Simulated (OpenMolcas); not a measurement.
An OpenMolcas run meant for Ti I (ANO-L-VQZP, non-relativistic; inactive shells 1s 2s 2p 3s 3p; intended active space 4 electrons in 6 orbitals (3d 4s)). One step of its input:

```
&CASPT2
Multistate=15 1 2 3 4 5 6 7 8 9 10 11 12 13 14 15
Frozen=2 3
IPEA=0.25
Imaginary=0.1
MaxIter=60
WThr=0.0 0.3 0.05
PrWF=0.5
NoMix
Deleted=20 17
```

The run finished. Its levels beside those of a sound run (SS-CASPT2, IPEA 0.25 Eh, imaginary shift 0.1 Eh (closed shells correlated: 3s 3p)), in cm-1 above each run's lowest level:

```
        Level  This run  Usual run
  3d2 4s2 3F2       0.0        0.0
  3d2 4s2 3F3       144        144
  3d2 4s2 3F4       332        332
   3d3 4s 5F1      6825       2047
   3d3 4s 5F2      6868       2091
   3d3 4s 5F3      6933       2155
   3d3 4s 5F4      7018       2241
   3d3 4s 5F5      7124       2346
  3d2 4s2 1D2      7577       6847
  3d2 4s2 3P0      9918       7548
  3d2 4s2 3P1      9960       7589
  3d2 4s2 3P2     10049       7688
3d3 4s 3F2(1)     15068       8168
3d3 4s 3F3(1)     15189       8287
```

Question: Which setting is unsound, and how much does it matter here?

Answer: Nearly half of the orbitals are deleted from the virtual space, which removes much of the correlation energy. Against the sound run the excited levels shown move by 3500 cm-1 on average and by 6900 cm-1 at most.

Term energies are means over components that CASPT2 splits; among the terms shown or strongly mixed into the levels shown the widest spread is 3600 cm-1 (3d2 4s2 3F, this run). Over all roots computed the reference weight is 0.83 to 0.90 in the sound run, 0.85 to 0.93 in this run; the roots of lowest weight are the least certain, and an intruder state may touch them. Configurations are named by rounded mean occupations; where the s occupation lies near a half they are strongly mixed, a name can repeat and a true partner stay unpaired. A single d shell beside an s shell can misplace configurations of different d count against each other. The CASPT2 spread within a term exceeds the gap to the next term for 3d2 4s2 3F and 3d3 4s 5F, so the order of their levels is uncertain, and so are names and mixing where such terms share a J (figures for the sound run; the like holds for this run). Some terms miss by over 15 % even with CASPT2, which points to a basis or an active space too small for the shells correlated (holds for this run). Levels of configurations outside the active space are missing.

A number in round brackets counts repeated terms of one configuration in the order of the reference energies.
